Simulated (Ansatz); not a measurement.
# Abstraction of H: C2H8InN + SiH(CH3)F → C2H7InN + SiH2(CH3)F

Species: C2H8InN `C[N](C)[InH2]`, singlet; SiH(CH3)F, doublet; C2H7InN `[CH2][N](C)[InH2]`, doublet; SiH2(CH3)F, singlet. A radical takes H: the energy is the difference in strength between the C–H bond broken and the Si–H bond made.

Shapes, held fixed at every level: PBE0-D4/def2-TZVP. Flexible molecules stand in one conformer, not always the lowest. Programs: Ansatz 0.2.0. Electronic energies: no zero-point or thermal term.

Q: Estimate ΔE of this reaction.

A: The highest level, CCSD(T)/def2-TZVPP, gives ΔE = -46.9 kJ/mol; the levels span -71.3 to -19.7. The column of differences is taken from that level and isn't an error. No measured value is set beside it here. Spin contamination: C2H7InN (⟨S²⟩ up to 0.78). Open shells run unrestricted. For atoms past krypton def2 sets carry core potentials with scalar relativity. Outer-core shells of In are correlated, in sets that cover them unevenly.

| level | kind | ΔE (kJ/mol) | less CCSD(T)/def2-TZVPP |
| --- | --- | --- | --- |
| MP2/def2-SVP | perturbation theory | -47.7 | -0.8 |
| MP2/def2-TZVPP | perturbation theory | -30.2 | +16.7 |
| HF/def2-SVP | Hartree–Fock | -71.3 | -24.4 |
| SPW92/def2-TZVPP | LDA | -19.7 | +27.2 |
| r2SCAN-D4/def2-TZVPP | meta-GGA | -37.5 | +9.4 |
| B3LYP-D4/def2-TZVPP | global hybrid | -48.2 | -1.3 |
| CCSD/def2-TZVPP | coupled cluster or CI | -48.7 | -1.8 |
| CCSD(T)/def2-TZVPP | coupled cluster or CI | -46.9 | 0.0 |
